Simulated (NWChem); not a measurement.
System: SiH3SeCl; SMILES [SiH3][Se]Cl

Here is an NWChem input.

```
start job
memory heap 200 mb stack 900 mb global 1100 mb
geometry units angstroms noautoz
  Se     0.792705     0.072227     0.096977
  Cl    -0.774936     1.601663    -0.133251
  Si    -0.679145    -1.684273     0.021065
  H      0.195712    -2.886272     0.166594
  H     -1.396347    -1.705766    -1.284391
  H     -1.651284    -1.596852     1.146368
end
basis spherical
  * library def2-svpd
end
dft
  xc xcamb88 1.00 lyp 0.81 vwn_5 0.19 hfexch 1.00
  cam 0.33 cam_alpha 0.19 cam_beta 0.46
  iterations 150
  vectors input atomic output neutral.movecs
end
task dft energy
charge 1
dft
  odft
  mult 2
  vectors input atomic output cation.movecs
end
task dft energy
charge -1
dft
  odft
  mult 2
  vectors input atomic output anion.movecs
end
task dft energy
```

All runs use the structure optimised with PBE0/def2-SVP.

Ions are spin-unrestricted doublets at the neutral geometry; other ion states weren't tried.

Question: Give the results of this calculation. (CAM-B3LYP/def2-SVPD, vertical spin-unrestricted ions.) Quantities: vertical ionisation energy, ΔSCF (eV); −ε(HOMO) (eV); vertical electron affinity, ΔSCF (eV); −ε(LUMO) (eV).

Answer: 
| Item | Result |
|---|---|
| vertical ionisation energy, ΔSCF (eV) | 9.32 |
| −ε(HOMO) (eV) | 8.37 |
| vertical electron affinity, ΔSCF (eV) | 0.82 |
| −ε(LUMO) (eV) | 1.62 |
